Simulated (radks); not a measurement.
Effect of the nuclear size on the praseodymium ion Pr+, [Xe] 4f3 6s1. All-electron calculation, Dirac Kohn-Sham, exchange-only LDA, spin-unpolarised, spherical densities, finite nucleus; open shells fill j = l - 1/2 first; Fermi nuclear charge, rms radius 4.8919 fm. Program: a radial shooting solver on a logarithmic mesh with Libxc functionals. The rms radius is varied about that value; shifts are against it.

| rms radius (fm) | total energy shift (eV) | density at nucleus (e/bohr^3) | 1s1/2 shift (meV) | 2s1/2 shift (meV) | 5s1/2 shift (meV) | 5p1/2 shift (meV) | 6s1/2 shift (meV) | 4f5/2 shift (meV) |
|---|---|---|---|---|---|---|---|---|
| 4.3489 | -2.43 | 4.258e+05 | -1010 | -124 | -0.934 | 0.092 | -0.090 | 0.165 |
| 4.6864 | -0.946 | 4.19e+05 | -393 | -48.4 | -0.364 | 0.036 | -0.035 | 0.064 |
| 4.8919 | 0 | 4.152e+05 | 0.000 | 0.000 | 0.000 | 0.000 | 0.000 | 0.000 |
| 5.3077 | 2.01 | 4.08e+05 | 835 | 103 | 0.773 | -0.076 | 0.075 | -0.137 |
| 5.8116 | 4.62 | 4.001e+05 | 1920 | 237 | 1.78 | -0.175 | 0.171 | -0.314 |

Slopes of the eigenvalues against <r^2> in GHz/fm^2, as finite differences over the two radii next to the reference (eigenvalue slopes, not the field-shift constants of lines): 1s1/2 47800, 2s1/2 5900, 5s1/2 44.3, 5p1/2 -4.36, 6s1/2 4.27, 4f5/2 -7.82.
